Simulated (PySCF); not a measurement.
**A geometry optimisation of F2HInSi2 with B3LYP-D3(BJ)/def2-SVP**

The starting geometry of this gas-phase singlet was optimised with GFN2-xTB.

```xyz
6

F    -0.6006    0.7269   -0.9536
F    -1.1867   -2.5024   -0.4033
In   -2.7262   -0.9987   -0.8722
Si    0.5363   -0.3346   -0.1594
Si   -0.9739   -0.8576    1.5162
H    -0.0708   -1.8542    2.2033
```

Task: Predict what it relaxes into with B3LYP-D3(BJ)/def2-SVP.

Result: It rearranges, giving a structure with F2 bridging Si5 and Si4, given below by its coordinates. Distances that change by over a tenth: F2–Si5 (2.54 → 1.95 Å). Contacts that open: F2–In3 (2.20 → 3.08 Å). Contacts that close: F2–Si4 (2.78 → 1.91 Å).

The energy falls by 1.33 eV over 25 steps:

```json
{"step": "1", "E − E(last) (eV)": "1.328"}
{"step": "4", "E − E(last) (eV)": "0.365"}
{"step": "6", "E − E(last) (eV)": "0.250"}
{"step": "9", "E − E(last) (eV)": "0.066"}
{"step": "12", "E − E(last) (eV)": "0.023"}
{"step": "14", "E − E(last) (eV)": "0.011"}
{"step": "17", "E − E(last) (eV)": "0.001"}
{"step": "20", "E − E(last) (eV)": "0.000"}
{"step": "22", "E − E(last) (eV)": "0.000"}
{"step": "25", "E − E(last) (eV)": "0.000"}
```

Final geometry (Å):

| atom | x (Å) | y (Å) | z (Å) |
| --- | --- | --- | --- |
| F | -0.6781 | 0.3159 | -1.2000 |
| F | -0.3432 | -2.0035 | -0.2600 |
| In | -3.0793 | -0.6235 | -0.5941 |
| Si | 0.6301 | -0.3642 | -0.2982 |
| Si | -0.9784 | -1.0725 | 1.3337 |
| H | -0.4574 | -2.0750 | 2.3390 |

No frequencies were run, so the end isn't proven a minimum. Atoms past krypton carry core potentials, without spin–orbit terms. Run with PySCF 2.14.0, 2.6 min on 2 threads of Arm Neoverse V2 (shared host).
